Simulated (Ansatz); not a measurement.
Stepwise reaction of `[SiH3][S][GeH3]` with hydrogen chloride, as a gas-phase model of exchange steps in deposition or etching. ΔE in kJ/mol.

Calculated with Ansatz (gas phase, PBE0-D4/def2-TZVP geometries, no zero-point term in ΔE). CBS: MP2 limit from def2 TZ/QZ plus the TZ coupled-cluster correction, frozen cores. This one scheme is used for every species. Functionals use def2-TZVPP. B3LYP here is the variant with VWN-RPA as its local correlation; programs differ in this. For Ge outer-core shells are correlated without core-valence functions, which leaves a few kJ/mol of doubt a bond. Scalar relativity is left out up to krypton. Each species was taken in one conformer, which may not be the lowest.

| step | reaction | PBE-D4 | B3LYP-D4 | ωB97M-V | CCSD(T)/CBS |
| --- | --- | --- | --- | --- | --- |
| 2 | `Cl[SiH2][S][GeH3]` + HCl → `Cl[SiH2][S][GeH2][Cl]` + H₂ | -63.1 | -64.9 | -61.2 | -59.1 |

(1) Give the row of step 1, `[SiH3][S][GeH3]` + HCl → `Cl[SiH2][S][GeH3]` + H₂. (Best estimate.)

(2) By hand: ΔE of the 2 steps together at CCSD(T)/CBS.

## Answers

(1) Ansatz gave: 
| step | reaction | PBE-D4 | B3LYP-D4 | ωB97M-V | CCSD(T)/CBS |
| --- | --- | --- | --- | --- | --- |
| 1 | `[SiH3][S][GeH3]` + HCl → `Cl[SiH2][S][GeH3]` + H₂ | -76.7 | -75.1 | -77.4 | -77.4 |

(2) (-77.4) + (-59.1) = -136.5 kJ/mol, or -68.2 kJ/mol a step.

In ΔE each step is higher than the one before. All are downhill at CCSD(T)/CBS. PBE-D4 differs from CCSD(T)/CBS by -4.0 to 0.7 kJ/mol a step. Isolated molecules leave out the surface, adducts and barriers. Largest T1 diagnostic: 0.011.
